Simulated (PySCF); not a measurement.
**Two-component Hartree-Fock for S+ (sulfur, charge +1)**

Start: [Ne] 3s1 3p4; 3s1/2 filled at m_j = +1/2; 3p1/2 filled at m_j = +1/2; 3p3/2 filled at m_j = -1/2, +1/2, +3/2. Calculated with PySCF 2.14 in x2c-SVPall-2c with one added diffuse shell each of s, p type (5s5p1d, 25 functions): generalised Hartree-Fock with the X2C-1e Hamiltonian and a Gaussian nucleus; one run each with spin-orbit coupling (SO) switched off, then screened by Boettger's factors. This is a chosen level, not necessarily the ground level.

```csv
spinor shell,electrons,"ε, spin-free (eV)","ε, screened SO (eV)",weight of nominal j (screened SO),"rms radius, screened SO (bohr)"
1s1/2,2,-2523.4,-2523.3,1.000,0.112
2s1/2,2,-259.12,-259.10,1.000,0.517
2p1/2,2,-195.08,-196.42,0.825,0.489
2p3/2,4,-195.08,-194.38,0.913,0.491
3s1/2,1,-39.716,-39.706,1.000,1.74
3p3/2,3,-22.861,-24.389,0.661,2.02
3p1/2,1,-22.861,-18.289,0.660,2.21
```

```json
{"quantity": "E (hartree)", "spin-free": "-397.71108", "screened SO": "-397.71252"}
{"quantity": "M_J", "spin-free": "5/2", "screened SO": "5/2"}
{"quantity": "⟨J²⟩", "spin-free": "8.764", "screened SO": "8.764"}
{"quantity": "⟨L²⟩", "spin-free": "2.002", "screened SO": "2.002"}
{"quantity": "⟨S²⟩", "spin-free": "3.762", "screened SO": "3.761"}
```

Each row is a mean over spinors that exchange with the open shell spreads, by up to 1.926 eV (2p3/2).

Rows whose weight is well below 1 are mixtures of j = l ± 1/2: exchange outweighs spin-orbit coupling there, and the label is only the starting occupation.

Without spin-orbit coupling the j labels of p, d and f shells carry no meaning; the spin-free column gives the mean over the occupied spinors of each nl shell.
